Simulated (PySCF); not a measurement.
A PySCF script (with the pyscf-properties extension) for the NMR shieldings of `BN1C[C@H](C#C)N[SiH2]1`, C4H9BN2Si, on a GFN2-xTB geometry:

```python
import basis_set_exchange as bse
import numpy as np
from pyscf import gto, dft
from pyscf.prop import nmr

atoms = """
B    -2.200536   -0.173339   -1.489457
N    -1.217086    0.056903   -0.537946
C     0.198159   -0.047767   -0.844296
C     0.972351    0.860810    0.124450
C     2.341484    0.408695    0.296267
C     3.460876    0.027033    0.480871
N     0.232614    0.788334    1.372790
Si   -1.429752    0.437977    1.158151
H    -3.320105   -0.104653   -1.154445
H    -1.900027   -0.419603   -2.597070
H     0.392073    0.226145   -1.882946
H     0.529853   -1.081758   -0.690528
H     0.992426    1.893390   -0.265310
H     4.446037   -0.305483    0.622244
H     0.658260    1.261512    2.150258
H    -2.358625    1.563145    1.289538
H    -1.804999   -0.729847    1.957520
"""
names = dict.fromkeys(["B", "N", "C", "Si", "H"], "pcSseg-1")
basis = {el: gto.basis.parse(bse.get_basis(n, elements=[el], fmt="nwchem")) for el, n in names.items()}
mol = gto.M(atom=atoms, basis=basis, charge=0, verbose=0)
mf = dft.RKS(mol, xc="PBE0")
mf.grids.level = 2
mf.grids.alignment = dft.numint.BLKSIZE   # the property module wants whole blocks of grid points
mf.conv_tol = 1e-9
mf.kernel()

calc = nmr.RKS(mf)   # GIAO
C = mf.mo_coeff
Co = C[:, mf.mo_occ > 0]
resp = mf.gen_response(singlet=True, hermi=2)
def vind(x):   # induced exchange potential for any number of trial vectors
    d = np.einsum("pi,xij,qj->xpq", C, 2 * x.reshape(-1, C.shape[1], Co.shape[1]), Co, optimize=True)
    return np.einsum("xpq,pi,qj->xij", resp(d - d.transpose(0, 2, 1)), C, Co, optimize=True).ravel()
mo1, _ = nmr.rhf.solve_mo1(calc, with_cphf=vind)
sigma = calc.kernel(mo1)
for i, s in enumerate(sigma):   # ppm
    print("%2d %-2s %9.2f" % (i, mol.atom_pure_symbol(i), np.trace(s) / 3))
```

**Question.** What are the results?

**Answer.** 
```
 0 B      59.24
 1 N     123.80
 2 C     123.67
 3 C     137.91
 4 C      96.99
 5 C     108.22
 6 N     227.76
 7 Si    371.05
 8 H      26.74
 9 H      26.37
10 H      27.78
11 H      27.85
12 H      27.32
13 H      29.92
14 H      31.30
15 H      26.33
16 H      26.26
```

These numbers come from an equivalent density-fitted implementation of the same equations, which agrees with the script to about 0.01 ppm for H and up to a few tenths of a ppm for heavy atoms, so last digits may differ.

Size and cost of the density-fitted run: 188 basis functions, 35 s wall time on 1 thread of an Arm Neoverse V1, shared host; peak memory 0.84 GiB.
